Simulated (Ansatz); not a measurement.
The same hydrolysis along the group Si, Ge, Sn.

Calculated with Ansatz (gas phase, PBE0-D4/def2-TZVP geometries, no zero-point term in ΔE). CCSD(T)/CBS adds triple-zeta CCSD(T) − MP2 to the extrapolated MP2 energy (def2 sets, frozen cores). This one scheme is used for every species. Functionals use def2-TZVPP. def2 core potentials past Kr. For Br, Ge, Sn outer-core shells are correlated without core-valence functions, which leaves a few kJ/mol of doubt a bond. Scalar relativity is left out up to krypton. Each species was taken in one conformer, which may not be the lowest.

| reaction | CCSD(T)/CBS(def2) (kcal/mol) |
| --- | --- |
| `Cl[Si]Br` + H₂O → `O[Si]Cl` + HBr | -3.7 |
| `[Cl][Ge][Br]` + H₂O → `[OH][Ge][Cl]` + HBr | 8.5 |
| `[Cl][Sn][Br]` + H₂O → `[OH][Sn][Cl]` + HBr | ? |

Task: Fill in the missing values. (Estimate.)

Result: Computed: `[Cl][Sn][Br]` + H₂O → `[OH][Sn][Cl]` + HBr: +20.0 kcal/mol.

Largest T1 diagnostic: 0.017, for `[OH][Sn][Cl]`.
